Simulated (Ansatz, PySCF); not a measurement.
C₄H₉O₂, doublet, geometry from GFN2-xTB. Base run: CASSCF(5,5)/STO-3G (PySCF).

The PySCF input:
```python
from pyscf import gto, scf, mcscf
import numpy

mol = gto.Mole()
mol.atom = '''
    C     2.562315   -0.828811   -0.056593
    O     1.358410   -0.352793   -0.596352
    C     0.305821   -0.282102    0.272100
    C    -0.919717    0.405174   -0.204073
    C    -2.156498   -0.495292   -0.063078
    O    -1.084764    1.595465    0.564448
    H     2.456314   -1.859850    0.300149
    H     2.898549   -0.201241    0.776105
    H     3.298678   -0.796831   -0.858042
    H     0.497654   -0.369409    1.328604
    H    -0.775931    0.662526   -1.264992
    H    -3.044756    0.016207   -0.431216
    H    -2.304496   -0.751628    0.983162
    H    -2.017025   -1.407864   -0.634942
    H    -1.949684    1.972907    0.366266
'''
mol.basis = 'sto-3g'
mol.charge = 0
mol.spin = 1
mol.verbose = 4
mol.build()

mf = scf.ROHF(mol)
mf.kernel()
mc = mcscf.CASSCF(mf, 5, 5)
mc.fix_spin_(ss=0.75)
mc.kernel()
occ = numpy.linalg.eigvalsh(mc.fcisolver.make_rdm1(mc.ci, mc.ncas, mc.nelecas))[::-1]
ss = mc.fcisolver.spin_square(mc.ci, mc.ncas, mc.nelecas)[0]
print('natural occupations', occ.round(4), ' <S^2>', round(ss, 4))
```

Programs used: Ansatz (a program for electronic structure), PySCF; a row that names a program was run with it.

Each row names what was changed in the base input (with any setting that the change needs).

```csv
change,ΔE vs base (kcal/mol),natural occupations,<S^2> of the state,outcome
base,0.000,1.98 1.97 1.00 0.03 0.02,0.75,converged
orbitals = fixed (CASCI),28.27,2.00 2.00 1.00 0.00 0.00,0.75,converged
"active space = 9 electrons, 9 orbitals",-19.45,1.99 1.98 1.97 1.97 1.01 0.03 0.03 0.02 0.00,0.75,converged
conv_tol = 1e-5,0.000,1.98 1.97 1.00 0.03 0.02,0.75,converged
"active space = 5 electrons, 7 orbitals",-0.506,1.98 1.97 1.00 0.03 0.02 0.00 0.00,0.75,converged
code = ansatz,5.07,-,-,converged
"active space = 7 electrons, 9 orbitals",-8.51,1.98 1.98 1.98 1.00 0.02 0.02 0.02 0.00 0.00,0.75,converged
state_average = 2 states,20.44,-,-,converged
"active space = 7 electrons, 8 orbitals",-3.87,1.98 1.98 1.98 1.00 0.02 0.02 0.02 0.00,0.75,converged
fix_spin_ = off,0.000,1.98 1.97 1.00 0.03 0.02,0.75,converged
"active space = 3 electrons, 5 orbitals",-,-,-,not converged
```

Active orbitals are taken around the Fermi level unless the row says otherwise; CASSCF can end in different local minima, and two programs can end on different orbitals. State-averaged rows give the lowest state.

Open shells are given as the SCF converged; they aren't shown to be the lowest states, and a large step between rows can be another state.
